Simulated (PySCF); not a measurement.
A PySCF script (with the pyscf-properties extension) for the NMR shieldings of SMILES N#CC1=CN=NN1CC(C)C, C7H10N4, on a GFN2-xTB geometry:

```python
import basis_set_exchange as bse
import numpy as np
from pyscf import gto, dft
from pyscf.prop import nmr

atoms = """
C    -2.317756    1.079835   -0.087416
C    -1.086898    0.251871    0.266643
C    -1.481929   -1.152104    0.714508
C    -0.151377    0.180548   -0.952259
N     1.116235   -0.396776   -0.610476
N     1.407079   -1.660388   -0.837376
N     2.580889   -1.916495   -0.388179
C     3.098961   -0.811692    0.158882
C     2.158210    0.204960    0.030447
C     2.170068    1.547126    0.415371
N     2.176522    2.650288    0.730266
H    -2.851134    0.630299   -0.921808
H    -2.990927    1.129531    0.764018
H    -2.035152    2.093729   -0.360526
H    -0.550350    0.754109    1.080505
H    -2.067693   -1.642967   -0.059573
H    -2.078411   -1.105110    1.621749
H    -0.605042   -1.763626    0.914845
H     0.018216    1.184492   -1.352655
H    -0.592954   -0.453260   -1.724383
H     4.074523   -0.787428    0.596945
"""
names = dict.fromkeys(["C", "N", "H"], "pcSseg-1")
basis = {el: gto.basis.parse(bse.get_basis(n, elements=[el], fmt="nwchem")) for el, n in names.items()}
mol = gto.M(atom=atoms, basis=basis, charge=0, verbose=0)
mf = dft.RKS(mol, xc="PBE0")
mf.grids.level = 2
mf.grids.alignment = dft.numint.BLKSIZE   # the property module wants whole blocks of grid points
mf.conv_tol = 1e-9
mf.kernel()

calc = nmr.RKS(mf)   # GIAO
C = mf.mo_coeff
Co = C[:, mf.mo_occ > 0]
resp = mf.gen_response(singlet=True, hermi=2)
def vind(x):   # induced exchange potential for any number of trial vectors
    d = np.einsum("pi,xij,qj->xpq", C, 2 * x.reshape(-1, C.shape[1], Co.shape[1]), Co, optimize=True)
    return np.einsum("xpq,pi,qj->xij", resp(d - d.transpose(0, 2, 1)), C, Co, optimize=True).ravel()
mo1, _ = nmr.rhf.solve_mo1(calc, with_cphf=vind)
sigma = calc.kernel(mo1)
for i, s in enumerate(sigma):   # ppm
    print("%2d %-2s %9.2f" % (i, mol.atom_pure_symbol(i), np.trace(s) / 3))
```

Q: What does it print?

A: 
```
 0 C     164.77
 1 C     150.81
 2 C     165.66
 3 C     128.53
 4 N     -13.27
 5 N    -147.37
 6 N    -116.26
 7 C      40.21
 8 C      69.61
 9 C      71.44
10 N     -77.99
11 H      30.90
12 H      30.38
13 H      30.31
14 H      29.73
15 H      31.08
16 H      30.72
17 H      30.70
18 H      27.25
19 H      27.52
20 H      23.53
```

These numbers come from an equivalent density-fitted implementation of the same equations, which agrees with the script to about 0.01 ppm for H and up to a few tenths of a ppm for heavy atoms, so last digits may differ.

Q: Turn these shieldings into chemical shifts. Scale: $^{13}$C (σref 186.93), $^{1}$H (σref 31.72) vs TMS; $^{15}$N (σref 267.73) against NH3 (reference shieldings calculated alike).

A: Averaging equivalent atoms: C 7: 146.7; C 8: 117.3; C 9: 115.5; C 3: 58.4; C 1: 36.1; C 0/2: 21.7; N 5: 415.1; N 6: 384.0; N 10: 345.7; N 4: 281.0; H 20: 8.18; H 18/19: 4.33; H 14: 1.99; H 11/12/13/15/16/17: 1.04 ppm. Experimental scales use liquid or dissolved standards, which lie at an offset from isolated NH3 (liquid NH3: subtract about 20 ppm). Unscaled 15N shifts of sp2 nitrogen come out 20 to 40 ppm too high even then.

Size and cost of the density-fitted run: 237 basis functions, 53 s wall time on 1 thread of an Arm Neoverse V1, shared host; peak memory 1.1 GiB.
